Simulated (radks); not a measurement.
Valence configurations of Ga (all share [Ar]). Method: scalar-relativistic Kohn-Sham, PBEsol, spin-polarised, spherical densities, point nucleus; open shells are filled with parallel spins first; computed with a radial shooting solver on a logarithmic mesh with Libxc functionals. Energies are relative to 3d10 4s2 4p1; eigenvalues in eV for spin up.

| valence | E (eV) | moment (Bohr magnetons) | e(3d) | e(4p) | e(4s) |
|---|---|---|---|---|---|
| 3d10 4s2 4p1 | 0.000 | 1 | -19.116 | -2.872 | -9.234 |
| 3d8 4s2 4p3 | 45.510 | 5 | -38.474 | -5.857 | -14.380 |
| 3d10 4s1 4p2 | 4.959 | 3 | -20.657 | -3.932 | -10.728 |
| 3d9 4s1 4p3 | 24.450 | 5 | -29.740 | -5.298 | -13.137 |
| 3d9 4s2 4p2 | 19.383 | 3 | -28.487 | -4.413 | -11.910 |
| 3d9.5 4s2 4p1.5 | 8.880 | 2 | -23.725 | -3.661 | -10.606 |
| 3d8.5 4s2 4p2.5 | 31.574 | 4 | -33.403 | -5.142 | -13.165 |
| 3d9.5 4s1 4p2.5 | 13.912 | 4 | -25.105 | -4.620 | -11.949 |
| 3d10 4p3 | 11.854 | 3 | -22.337 | -4.617 | - |
| 3d9 4p4 | 34.785 | 3 | -31.776 | -5.745 | - |

NIST lists [Ar] 3d10 4s2 4p1 as the ground configuration; this level of theory agrees among the configurations tried. The energies are those of spherical high-spin densities, not of single terms.
